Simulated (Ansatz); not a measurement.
`[F][Al]([Cl])[SeH]` + H₂S → `[F][Al]([SH])[Cl]` + H₂Se at 400 K and 1 bar (ligand exchange at the Al–Se bond).

Calculated with Ansatz (gas phase, PBE0-D4/def2-TZVP geometries, no zero-point term in ΔE). CCSD(T)/CBS adds triple-zeta CCSD(T) − MP2 to the extrapolated MP2 energy (def2 sets, frozen cores). This one scheme is used for every species. For Se outer-core shells are correlated without core-valence functions, which leaves a few kJ/mol of doubt a bond. Scalar relativity is left out up to krypton. One conformer a species, not always the lowest.

```
             species  CCSD(T)/CBS energy (Eh)  H − E (kJ/mol)  S (J/(mol·K))
`[F][Al]([Cl])[SeH]`              -3203.08897            60.1          365.8
                 H₂S               -398.97279            53.4          215.9
 `[F][Al]([SH])[Cl]`              -1200.16071            62.5          351.3
                H₂Se              -2401.89790            49.4          229.5
```

H − E and S are ideal-gas, rigid-rotor, harmonic terms from PBE0-D4/def2-TZVP, for one conformer and one mirror image of each species. 1 Eh = 2625.50 kJ/mol, R = 8.31446 J/(mol·K).

**Question.** By hand: ΔE, ΔH, ΔS and ΔG.

**Answer.** ΔE = (-1200.16071) + (-2401.89790) − (-3203.08897) − (-398.97279) = 0.00315 Eh = 8.3 kJ/mol. Δ(H − E) = 62.5 + 49.4 − 60.1 − 53.4 = -1.6, so ΔH = 6.7 kJ/mol. ΔS = 351.3 + 229.5 − 365.8 − 215.9 = -0.9 J/(mol·K). ΔG = 6.7 − 400 × (-0.9)/1000 = 7.1 kJ/mol.

**Question.** By hand: the equilibrium constant, and the temperature at which ΔG would vanish if ΔH and ΔS stayed fixed.

**Answer.** log₁₀ K = −ΔG/(RT ln 10) = -0.9. ΔH and −TΔS have one sign here, so there is no such temperature.

The number of gas molecules stays the same, so ΔS is small and ΔH decides. A doubt of 5 kJ/mol in ΔE shifts log₁₀ K by 0.7 here. Other conformers and mirror images would add mixing entropy, several J/(mol·K) or more a flexible species. These are equilibria of isolated gas molecules and say nothing of rates. Largest T1 diagnostic: 0.011 (customary marks: 0.02 for closed shells, 0.045 for open ones).

ΔS is within the doubt of such terms, so its sign, and with it that verdict, could turn.
